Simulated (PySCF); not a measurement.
Compound: C5H7N3O2.
SMILES with atom numbers: `[CH3:1][O:2][c:3]1[n:4][c:5]([C:6]([CH3:7])=[O:8])[n:9][nH:10]1`

NICS is the negative of the GIAO shielding at a point without a nucleus: at the ring centre (0) and 1 Å above and below it (1); zz is the component along the ring normal. Level: GIAO PBE0/pcSseg-1 (PySCF, non-relativistic, gas phase) on the GFN2-xTB geometry, one conformer.

Ring bond lengths (Å), with Mayer bond orders in brackets: C3–N4 1.307 (1.54), N4–C5 1.367 (1.25), C5–N9 1.314 (1.60), N9–N10 1.338 (1.16), N10–C3 1.358 (1.13).

Q: What do the NICS probes read (ppm)?

A: 
| ring | type | NICS(0) | NICS(1), two faces | NICS(1)zz, two faces | rms pucker (Å) | centre to ring atoms, mean (Å) |
| --- | --- | --- | --- | --- | --- | --- |
| C3–N4–C5–N9–N10 | 5-membered ring with 3 N; formal bonds all aromatic | -12.1 | -10.5 / -10.5 | -26.0 / -26.2 | 0.00 | 1.14 |

Q: What can be read from them?

A: 
- C3–N4–C5–N9–N10: mean NICS(1)zz -26.1 ppm, shielded, aromatic by this magnetic criterion (flat ring, no four-coordinate atom).

Q: How equal are the bonds by HOMA? HOMA = 1 − mean of α(R − Ropt)² over the ring bonds, with Krygowski's 1993 parameters (CN: Ropt 1.334 Å, α 93.52 Å⁻²; NN: Ropt 1.309 Å, α 130.33 Å⁻²).

A: 
- C3–N4–C5–N9–N10: HOMA 0.93; the largest term is that of N9–N10, α(R − Ropt)² = 0.11. The geometric and the magnetic index point the same way.

Q: What are the shieldings of the ring atoms and their hydrogens in the same run (means over atoms taken as equivalent)?

A: 
```tsv
atoms	environment	σ isotropic (ppm)	principal values of the symmetric part, first atom (ppm)
C3	aromatic carbon bearing oxygen	20.2	-30.2, 24.5, 66.3
N4	pyridine-type nitrogen	18.5	-143.3, -22.9, 221.7
C5	substituted aromatic carbon	27.2	-48.1, 30.4, 99.4
N9	pyridine-type nitrogen	-69.2	-326.1, -48.1, 166.5
N10	pyrrole-type nitrogen	65.3	-26.1, 102.5, 119.6
H on N10	N–H hydrogen	22.43	17.1, 23.2, 27.0
```

Cost: about 1.6 min of CPU time on one thread; the machine was shared, so the figure is rough. This is the whole shielding run at PBE0/pcSseg-1, SCF included.

Shape of the structure used: `[CH3:1][O:2][c:3]1[n:4][c:5]([C:6]([CH3:7])=[O:8])[n:9][nH:10]1`: C1–O2–C3–N4 -1°, N4–C5–C6–C7 -10°.
